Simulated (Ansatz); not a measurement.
`N[SiH]([SiH3])[SiH3]` → 9 H• + N• + 3 Si•  (atomization)

Isolated molecules relaxed with PBE0-D4/def2-TZVP in Ansatz; ΔE leaves out vibrations. CBS: MP2 limit from def2 TZ/QZ plus the TZ coupled-cluster correction, frozen cores. This one scheme is used for every species, atoms too. For atomizations the MP2-based limit and the directly extrapolated one differ by several kJ/mol either way, and by 10 to 25 for some Ge, Se and Sn compounds, so smaller differences from it don't rank the levels. Functionals use def2-TZVPP. No spin–orbit coupling; open shells (•) take unrestricted orbitals. Spin–orbit coupling would lower the free atoms: a little for Si. Each species was taken in one conformer, which may not be the lowest.

`N[SiH]([SiH3])[SiH3]`:

Z-matrix (Å, degrees):
```
Si
Si 1 2.340
Si 1 2.340 2 110.2
N 1 1.729 2 108.5 3 118.6
H 1 1.500 2 107.2 3 -116.3
H 2 1.489 1 109.8 3 67.8
H 2 1.488 1 111.0 3 -52.4
H 2 1.491 1 110.8 3 -172.6
H 3 1.488 1 111.0 2 52.3
H 3 1.489 1 109.8 2 -67.9
H 3 1.491 1 110.8 2 172.5
H 4 1.008 1 119.6 2 48.9
H 4 1.008 1 119.7 2 -168.8
```

```tsv
level	ΔE (eV)
PBE	40.16
CAM-B3LYP	40.65
CCSD(T)/def2-SVP	37.66
CCSD/CBS(def2)	40.41
```

**Question.** What does CCSD(T)/CBS give? (Estimate.)

**Answer.** Ansatz gave: +40.80 eV. The listed levels differ from it by -0.64, -0.15, -3.14, -0.39 eV.

Largest T1 diagnostic among the species: 0.013.

Leaving LDA and LC-ωPBE aside and taking each functional with its dispersion term where it has one, the values, not all of them listed here, spread over 1.27 eV, from revPBE-D4 to ωB97X-V. LDA lies +4.93 eV from PBE without D4, its usual overbinding. From r2SCAN to r2SCAN0 (25 % exact exchange), in def2-TZVPP and without D4, ΔE moves by −0.33 eV: exact exchange takes away binding that semilocal exchange gives to molecules.
